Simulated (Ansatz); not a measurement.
Input file for Ansatz (a quantum-chemistry and plane-wave program): R-CCSD(T)/cc-pV(T+d)Z on CH5BS (SMILES BSC), a point of a torsion scan. Files ending in .json are basis or fitting sets from the Basis Set Exchange.

Ansatz 0.2 input:
```yaml
crystal:
  periodic: [false, false, false]
  atoms:
    - {symbol: B, position_ang: [1.56231404, 0.02736033, 0.20951772]}
    - {symbol: S, position_ang: [0.11684580, 0.67828853, 0.93329268]}
    - {symbol: C, position_ang: [-1.25366173, 0.01035610, -0.08174949]}
    - {symbol: H, position_ang: [1.49506682, -0.65932565, -0.73258023]}
    - {symbol: H, position_ang: [2.57646300, 0.31669426, 0.70743778]}
    - {symbol: H, position_ang: [-1.68727730, -0.83704309, 0.44046356]}
    - {symbol: H, position_ang: [-1.99716342, 0.79364238, -0.18584653]}
    - {symbol: H, position_ang: [-0.88268031, -0.29161752, -1.05407007]}
basis:
  gaussian:
    orbitals: cc-pV_T+d_Z.json
magnetization: {spin_polarized: false}
correlation: {method: ccsd_t, electrons: outside_noble_gas}
scf: {lower_state_search: off}
```

Task: Predict the final total energy.

Result: -463.5717 hartree (reference determinant -463.0463, T1 diagnostic 0.014).

Task: How many basis functions does it have, and what does it roughly cost on one machine?

Result: 169 functions; around 18 core-seconds (rough).
